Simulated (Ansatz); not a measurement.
A short molecular-dynamics run on C$_{3}$H$_{5}$OSb (`[SbH2][O]C1=CC1`).

```yaml
crystal:
  periodic: [false, false, false]
  atoms:
    - {symbol: Sb, position_ang: [-1.805104, 0.878708, -1.584167]}
    - {symbol: O, position_ang: [-1.087573, -0.818973, -0.814658]}
    - {symbol: C, position_ang: [-0.062358, -0.804844, 0.014363]}
    - {symbol: C, position_ang: [0.793798, -1.461647, 0.719022]}
    - {symbol: C, position_ang: [0.866771, 0.063348, 0.772745]}
    - {symbol: H, position_ang: [-1.780472, 1.756863, -0.112846]}
    - {symbol: H, position_ang: [-0.278306, 1.532817, -2.006848]}
    - {symbol: H, position_ang: [1.235881, -2.367154, 1.091861]}
    - {symbol: H, position_ang: [0.521666, 0.587916, 1.667958]}
    - {symbol: H, position_ang: [1.678797, 0.581766, 0.255669]}
basis:
  gaussian: {orbitals: def2-SVP}
hamiltonian: {xc: {name: revPBE}}
md: {timestep: 1 fs, n_steps: 20, ensemble: nvt_nose_hoover, temperature: 500, initial_velocities: maxwell_boltzmann, seed: 421}
```

```sh
$ ansatz run in.yaml --threads 4 --pin off --events-out ev --progress --plain --max-ram 10444MiB
```

```json
{"step": "0", "time (fs)": "0.0", "potential energy (eV)": "-11769.8321", "kinetic (eV)": "0.5170", "T (K)": "500", "conserved (eV)": "-11769.3150"}
{"step": "1", "time (fs)": "1.0", "potential energy (eV)": "-11769.8222", "kinetic (eV)": "0.5091", "T (K)": "492", "conserved (eV)": "-11769.3131"}
{"step": "2", "time (fs)": "2.0", "potential energy (eV)": "-11769.8006", "kinetic (eV)": "0.4886", "T (K)": "472", "conserved (eV)": "-11769.3120"}
{"step": "3", "time (fs)": "3.0", "potential energy (eV)": "-11769.7825", "kinetic (eV)": "0.4690", "T (K)": "454", "conserved (eV)": "-11769.3135"}
{"step": "4", "time (fs)": "4.0", "potential energy (eV)": "-11769.7480", "kinetic (eV)": "0.4340", "T (K)": "420", "conserved (eV)": "-11769.3141"}
{"step": "5", "time (fs)": "5.0", "potential energy (eV)": "-11769.6887", "kinetic (eV)": "0.3764", "T (K)": "364", "conserved (eV)": "-11769.3123"}
{"step": "6", "time (fs)": "6.0", "potential energy (eV)": "-11769.6296", "kinetic (eV)": "0.3194", "T (K)": "309", "conserved (eV)": "-11769.3102"}
{"step": "7", "time (fs)": "7.0", "potential energy (eV)": "-11769.6013", "kinetic (eV)": "0.2917", "T (K)": "282", "conserved (eV)": "-11769.3097"}
{"step": "8", "time (fs)": "8.0", "potential energy (eV)": "-11769.6121", "kinetic (eV)": "0.3015", "T (K)": "292", "conserved (eV)": "-11769.3108"}
{"step": "9", "time (fs)": "9.0", "potential energy (eV)": "-11769.6451", "kinetic (eV)": "0.3328", "T (K)": "322", "conserved (eV)": "-11769.3127"}
{"step": "10", "time (fs)": "10.0", "potential energy (eV)": "-11769.6717", "kinetic (eV)": "0.3582", "T (K)": "346", "conserved (eV)": "-11769.3140"}
{"step": "11", "time (fs)": "11.0", "potential energy (eV)": "-11769.6755", "kinetic (eV)": "0.3633", "T (K)": "351", "conserved (eV)": "-11769.3129"}
{"step": "12", "time (fs)": "12.0", "potential energy (eV)": "-11769.6732", "kinetic (eV)": "0.3630", "T (K)": "351", "conserved (eV)": "-11769.3111"}
{"step": "13", "time (fs)": "13.0", "potential energy (eV)": "-11769.6903", "kinetic (eV)": "0.3795", "T (K)": "367", "conserved (eV)": "-11769.3119"}
{"step": "14", "time (fs)": "14.0", "potential energy (eV)": "-11769.7163", "kinetic (eV)": "0.4038", "T (K)": "390", "conserved (eV)": "-11769.3139"}
{"step": "15", "time (fs)": "15.0", "potential energy (eV)": "-11769.7234", "kinetic (eV)": "0.4115", "T (K)": "398", "conserved (eV)": "-11769.3136"}
{"step": "16", "time (fs)": "16.0", "potential energy (eV)": "-11769.7141", "kinetic (eV)": "0.4043", "T (K)": "391", "conserved (eV)": "-11769.3117"}
{"step": "17", "time (fs)": "17.0", "potential energy (eV)": "-11769.7144", "kinetic (eV)": "0.4059", "T (K)": "393", "conserved (eV)": "-11769.3108"}
{"step": "18", "time (fs)": "18.0", "potential energy (eV)": "-11769.7382", "kinetic (eV)": "0.4291", "T (K)": "415", "conserved (eV)": "-11769.3118"}
{"step": "19", "time (fs)": "19.0", "potential energy (eV)": "-11769.7705", "kinetic (eV)": "0.4597", "T (K)": "445", "conserved (eV)": "-11769.3139"}
{"step": "20", "time (fs)": "20.0", "potential energy (eV)": "-11769.7789", "kinetic (eV)": "0.4671", "T (K)": "452", "conserved (eV)": "-11769.3153"}
```

Velocities are drawn at the set temperature; a run this short doesn't reach equilibrium.

Frames (Å, forces in eV/Å):

```xyz
10
time=0.0 fs
Sb   -1.805    0.879   -1.584   -0.964    0.764   -0.850
O    -1.088   -0.819   -0.815   -0.210   -1.142   -0.051
C    -0.062   -0.805    0.014   -0.761    0.576   -0.632
C     0.794   -1.462    0.719    0.839   -0.787    0.689
C     0.867    0.063    0.773    0.100    0.000    0.091
H    -1.780    1.757   -0.113    0.014    0.249    0.336
H    -0.278    1.533   -2.007    0.357    0.197   -0.101
H     1.236   -2.367    1.092    0.295   -0.567    0.250
H     0.522    0.588    1.668   -0.181    0.357    0.553
H     1.679    0.582    0.256    0.509    0.352   -0.286
10
time=1.0 fs
Sb   -1.806    0.879   -1.585   -0.584    0.938   -0.908
O    -1.089   -0.815   -0.810   -0.291   -1.218   -0.094
C    -0.060   -0.815    0.010   -0.224    0.862   -0.233
C     0.801   -1.465    0.722    0.210    0.115    0.184
C     0.871    0.068    0.779    0.339   -0.495   -0.466
H    -1.802    1.784   -0.123    0.025    0.185    0.290
H    -0.245    1.532   -1.996    0.007    0.079   -0.023
H     1.215   -2.368    1.077    0.653   -1.231    0.576
H     0.515    0.571    1.671   -0.230    0.545    0.777
H     1.718    0.573    0.277    0.096    0.222   -0.103
10
time=2.0 fs
Sb   -1.808    0.879   -1.586   -0.236    1.119   -0.907
O    -1.091   -0.812   -0.805   -0.368   -1.269   -0.134
C    -0.059   -0.824    0.005    0.297    1.076    0.164
C     0.809   -1.468    0.725   -0.174    0.540   -0.125
C     0.876    0.073    0.785    0.546   -0.779   -0.733
H    -1.824    1.814   -0.131    0.037    0.092    0.200
H    -0.212    1.531   -1.985   -0.317   -0.026    0.041
H     1.200   -2.381    1.069    0.749   -1.394    0.685
H     0.506    0.560    1.682   -0.166    0.565    0.714
H     1.758    0.566    0.298   -0.369    0.076    0.095
10
time=3.0 fs
Sb   -1.809    0.880   -1.588    0.050    1.285   -0.858
O    -1.094   -0.810   -0.801   -0.424   -1.296   -0.160
C    -0.057   -0.833    0.000    0.740    1.237    0.508
C     0.817   -1.471    0.727   -0.248    0.297   -0.171
C     0.881    0.077    0.790    0.599   -0.904   -0.643
H    -1.845    1.844   -0.136    0.051   -0.018    0.086
H    -0.181    1.530   -1.973   -0.582   -0.106    0.086
H     1.193   -2.407    1.066    0.561   -0.903    0.543
H     0.495    0.554    1.699    0.008    0.433    0.378
H     1.794    0.560    0.319   -0.755   -0.024    0.231
10
time=4.0 fs
Sb   -1.811    0.881   -1.589    0.263    1.419   -0.779
O    -1.096   -0.809   -0.797   -0.444   -1.303   -0.159
C    -0.054   -0.840   -0.004    1.081    1.349    0.781
C     0.825   -1.473    0.730   -0.161   -0.330   -0.074
C     0.886    0.080    0.795    0.479   -0.969   -0.312
H    -1.866    1.874   -0.141    0.066   -0.132   -0.031
H    -0.156    1.529   -1.961   -0.775   -0.159    0.111
H     1.190   -2.442    1.069    0.246   -0.049    0.273
H     0.485    0.552    1.720    0.230    0.229   -0.084
H     1.823    0.554    0.342   -0.986   -0.055    0.273
10
time=5.0 fs
Sb   -1.812    0.881   -1.591    0.401    1.511   -0.687
O    -1.099   -0.808   -0.792   -0.416   -1.292   -0.125
C    -0.051   -0.847   -0.007    1.322    1.417    0.985
C     0.832   -1.476    0.732   -0.088   -0.929    0.017
C     0.892    0.082    0.800    0.222   -1.063    0.092
H    -1.886    1.903   -0.147    0.083   -0.240   -0.135
H    -0.139    1.526   -1.948   -0.893   -0.185    0.118
H     1.191   -2.477    1.075   -0.030    0.758    0.024
H     0.476    0.552    1.740    0.425    0.036   -0.503
H     1.843    0.547    0.369   -1.026   -0.014    0.214
10
time=6.0 fs
Sb   -1.813    0.882   -1.592    0.469    1.552   -0.597
O    -1.102   -0.808   -0.788   -0.335   -1.267   -0.056
C    -0.046   -0.852   -0.010    1.468    1.448    1.125
C     0.839   -1.480    0.735   -0.109   -1.262    0.023
C     0.899    0.084    0.804   -0.132   -1.232    0.446
H    -1.905    1.930   -0.153    0.098   -0.331   -0.214
H    -0.130    1.521   -1.933   -0.938   -0.185    0.109
H     1.190   -2.505    1.080   -0.192    1.288   -0.131
H     0.472    0.552    1.755    0.539   -0.102   -0.772
H     1.853    0.541    0.397   -0.869    0.091    0.066
10
time=7.0 fs
Sb   -1.815    0.883   -1.593    0.469    1.536   -0.516
O    -1.105   -0.809   -0.784   -0.201   -1.230    0.046
C    -0.041   -0.856   -0.012    1.523    1.453    1.206
C     0.847   -1.484    0.738   -0.231   -1.270   -0.066
C     0.905    0.084    0.809   -0.543   -1.483    0.681
H    -1.923    1.953   -0.161    0.111   -0.399   -0.262
H    -0.130    1.514   -1.918   -0.909   -0.161    0.087
H     1.188   -2.520    1.085   -0.233    1.476   -0.177
H     0.473    0.552    1.763    0.552   -0.166   -0.848
H     1.854    0.535    0.426   -0.539    0.246   -0.151
10
time=8.0 fs
Sb   -1.816    0.884   -1.595    0.401    1.460   -0.449
O    -1.108   -0.811   -0.780   -0.021   -1.184    0.174
C    -0.034   -0.859   -0.013    1.484    1.442    1.227
C     0.854   -1.490    0.740   -0.435   -0.953   -0.242
C     0.910    0.084    0.815   -0.927   -1.792    0.744
H    -1.940    1.973   -0.172    0.122   -0.442   -0.275
H    -0.139    1.505   -1.901   -0.804   -0.111    0.052
H     1.184   -2.522    1.088   -0.163    1.317   -0.114
H     0.479    0.550    1.763    0.457   -0.154   -0.721
H     1.851    0.531    0.453   -0.112    0.417   -0.395
10
time=9.0 fs
Sb   -1.817    0.885   -1.597    0.262    1.322   -0.400
O    -1.111   -0.813   -0.775    0.194   -1.127    0.318
C    -0.026   -0.861   -0.013    1.349    1.422    1.188
C     0.860   -1.496    0.742   -0.699   -0.325   -0.493
C     0.915    0.082    0.821   -1.146   -2.096    0.587
H    -1.957    1.988   -0.186    0.127   -0.457   -0.252
H    -0.156    1.496   -1.885   -0.622   -0.037    0.006
H     1.179   -2.511    1.089    0.007    0.818    0.056
H     0.490    0.546    1.756    0.261   -0.065   -0.401
H     1.846    0.531    0.477    0.267    0.544   -0.608
10
time=10.0 fs
Sb   -1.818    0.887   -1.598    0.055    1.121   -0.368
O    -1.115   -0.816   -0.771    0.432   -1.056    0.469
C    -0.016   -0.862   -0.012    1.112    1.395    1.083
C     0.866   -1.503    0.744   -0.983    0.539   -0.791
C     0.919    0.078    0.827   -1.061   -2.305    0.202
H    -1.971    1.999   -0.202    0.127   -0.443   -0.196
H    -0.178    1.486   -1.868   -0.362    0.062   -0.050
H     1.173   -2.492    1.092    0.252    0.043    0.318
H     0.503    0.542    1.745   -0.007    0.085    0.059
H     1.844    0.537    0.495    0.436    0.557   -0.727
10
time=11.0 fs
Sb   -1.820    0.888   -1.600   -0.212    0.863   -0.354
O    -1.117   -0.820   -0.766    0.676   -0.969    0.615
C    -0.006   -0.862   -0.010    0.768    1.365    0.904
C     0.872   -1.509    0.746   -1.198    1.396   -1.050
C     0.922    0.072    0.834   -0.661   -2.326   -0.308
H    -1.985    2.005   -0.220    0.121   -0.402   -0.108
H    -0.204    1.477   -1.851   -0.035    0.182   -0.112
H     1.170   -2.472    1.097    0.500   -0.778    0.601
H     0.516    0.539    1.735   -0.280    0.248    0.537
H     1.846    0.548    0.506    0.322    0.422   -0.724
10
time=12.0 fs
Sb   -1.821    0.890   -1.602   -0.509    0.560   -0.361
O    -1.120   -0.824   -0.761    0.911   -0.861    0.745
C     0.004   -0.860   -0.008    0.317    1.330    0.648
C     0.876   -1.514    0.746   -1.208    1.826   -1.118
C     0.925    0.065    0.841   -0.114   -2.095   -0.726
H    -1.998    2.008   -0.239    0.108   -0.336    0.006
H    -0.231    1.470   -1.836    0.330    0.312   -0.174
H     1.171   -2.461    1.108    0.628   -1.247    0.759
H     0.526    0.538    1.730   -0.464    0.337    0.842
H     1.851    0.563    0.509    0.001    0.174   -0.620
10
time=13.0 fs
Sb   -1.822    0.891   -1.603   -0.784    0.236   -0.389
O    -1.122   -0.829   -0.755    1.121   -0.730    0.850
C     0.015   -0.857   -0.004   -0.221    1.287    0.321
C     0.880   -1.517    0.746   -0.923    1.535   -0.868
C     0.927    0.055    0.847    0.351   -1.602   -0.848
H    -2.009    2.008   -0.258    0.089   -0.250    0.139
H    -0.254    1.465   -1.822    0.678    0.434   -0.228
H     1.179   -2.461    1.126    0.544   -1.075    0.662
H     0.532    0.540    1.733   -0.487    0.275    0.828
H     1.856    0.580    0.507   -0.368   -0.112   -0.466
10
time=14.0 fs
Sb   -1.823    0.893   -1.605   -0.965   -0.072   -0.438
O    -1.123   -0.834   -0.749    1.293   -0.574    0.923
C     0.026   -0.854   -0.001   -0.800    1.216   -0.044
C     0.882   -1.520    0.745   -0.410    0.677   -0.350
C     0.930    0.045    0.852    0.610   -0.921   -0.643
H    -2.020    2.005   -0.276    0.065   -0.152    0.279
H    -0.270    1.465   -1.811    0.935    0.521   -0.264
H     1.191   -2.471    1.151    0.285   -0.397    0.331
H     0.533    0.545    1.744   -0.359    0.061    0.513
H     1.858    0.595    0.501   -0.654   -0.360   -0.308
10
time=15.0 fs
Sb   -1.825    0.894   -1.607   -0.991   -0.326   -0.500
O    -1.124   -0.840   -0.743    1.420   -0.395    0.959
C     0.036   -0.849    0.002   -1.349    1.085   -0.387
C     0.885   -1.521    0.743    0.148   -0.298    0.238
C     0.933    0.034    0.857    0.665   -0.195   -0.252
H    -2.030    2.001   -0.290    0.041   -0.055    0.411
H    -0.278    1.470   -1.802    1.035    0.551   -0.274
H     1.207   -2.485    1.179   -0.022    0.379   -0.081
H     0.531    0.551    1.759   -0.156   -0.221    0.062
H     1.853    0.607    0.492   -0.790   -0.526   -0.176
10
time=16.0 fs
Sb   -1.826    0.896   -1.609   -0.839   -0.498   -0.561
O    -1.123   -0.846   -0.735    1.495   -0.198    0.957
C     0.045   -0.844    0.005   -1.788    0.862   -0.645
C     0.887   -1.523    0.742    0.579   -1.025    0.696
C     0.937    0.022    0.861    0.570    0.437    0.155
H    -2.039    1.996   -0.301    0.021    0.025    0.517
H    -0.276    1.480   -1.796    0.949    0.512   -0.257
H     1.222   -2.495    1.206   -0.270    0.944   -0.429
H     0.527    0.554    1.776    0.041   -0.475   -0.346
H     1.841    0.614    0.481   -0.757   -0.586   -0.086
10
time=17.0 fs
Sb   -1.828    0.897   -1.610   -0.540   -0.577   -0.598
O    -1.122   -0.851   -0.728    1.514    0.011    0.916
C     0.053   -0.838    0.008   -2.054    0.527   -0.767
C     0.890   -1.526    0.741    0.786   -1.346    0.910
C     0.941    0.011    0.866    0.368    0.880    0.473
H    -2.049    1.992   -0.307    0.008    0.076    0.580
H    -0.265    1.495   -1.792    0.703    0.413   -0.220
H     1.235   -2.497    1.229   -0.409    1.183   -0.638
H     0.524    0.553    1.789    0.185   -0.635   -0.607
H     1.821    0.616    0.469   -0.561   -0.532   -0.048
10
time=18.0 fs
Sb   -1.829    0.899   -1.612   -0.161   -0.574   -0.592
O    -1.120   -0.857   -0.719    1.477    0.223    0.838
C     0.059   -0.831    0.010   -2.117    0.084   -0.729
C     0.894   -1.530    0.741    0.738   -1.224    0.834
C     0.945    0.001    0.871    0.092    1.096    0.661
H    -2.058    1.988   -0.308    0.004    0.087    0.588
H    -0.247    1.514   -1.790    0.362    0.274   -0.172
H     1.243   -2.487    1.245   -0.423    1.082   -0.677
H     0.522    0.546    1.796    0.257   -0.679   -0.686
H     1.796    0.612    0.456   -0.229   -0.369   -0.067
10
time=19.0 fs
Sb   -1.831    0.900   -1.614    0.223   -0.509   -0.532
O    -1.117   -0.863   -0.710    1.384    0.427    0.727
C     0.063   -0.824    0.011   -1.990   -0.439   -0.546
C     0.898   -1.535    0.742    0.448   -0.676    0.471
C     0.950   -0.008    0.876   -0.202    1.094    0.696
H    -2.067    1.985   -0.303    0.012    0.057    0.539
H    -0.225    1.535   -1.790    0.000    0.124   -0.121
H     1.248   -2.467    1.256   -0.306    0.652   -0.527
H     0.523    0.532    1.796    0.254   -0.601   -0.578
H     1.769    0.605    0.443    0.178   -0.130   -0.128
10
time=20.0 fs
Sb   -1.833    0.901   -1.616    0.556   -0.407   -0.420
O    -1.113   -0.869   -0.701    1.239    0.617    0.588
C     0.066   -0.818    0.012   -1.719   -0.988   -0.262
C     0.902   -1.540    0.743   -0.024    0.212   -0.127
C     0.954   -0.017    0.883   -0.415    0.939    0.541
H    -2.077    1.983   -0.293    0.028   -0.007    0.440
H    -0.204    1.558   -1.791   -0.326   -0.017   -0.075
H     1.250   -2.440    1.261   -0.072   -0.058   -0.197
H     0.526    0.513    1.792    0.175   -0.407   -0.295
H     1.744    0.597    0.429    0.558    0.118   -0.192
```

Hardware: 4 threads of an Intel Xeon Platinum 8375C on a shared host. Wall time 22 s, peak host memory 0.17 GiB.
